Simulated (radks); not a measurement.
Values are calculated unless marked as measured or tabulated.
Polarisability of neutral iron, [Ar] 3d6 4s2, at imaginary frequency. Level of theory: non-relativistic Kohn-Sham, LDA (Slater exchange, Perdew-Wang correlation), spin-polarised, spherical densities, point nucleus; open shells are filled with parallel spins first (a radial shooting solver on a logarithmic mesh with Libxc functionals). Response by self-consistent Sternheimer equations with the Hartree and adiabatic LDA kernel.

w (hartree)  alpha1(iw) (bohr^3)
0.00266                    58.48
0.0143                     58.13
0.0360                     56.27
0.0697                     51.09
0.118                      41.76
0.186                      30.26
0.280                      19.88
0.413                      12.34
0.605                      7.477
0.892                      4.473
1.35                       2.614
2.12                       1.436
3.59                      0.6847
6.94                      0.2468
17.5                     0.05159

Static values: alpha1 = 58.50 bohr^3 (8.668 angstrom^3; uncoupled 107.1). C6 = 514.9, triple-dipole C9 = 21530 atomic units. One-pole (London) frequency 4 C6 / (3 alpha1^2) = 0.201 hartree, against 0.183 for minus the highest occupied eigenvalue. The dipole shielding factor is 1.000, as the force sum rule N/Z = 1.000 demands. Recommended static value: 62 bohr^3 (Schwerdtfeger and Nagle, 2023 table).
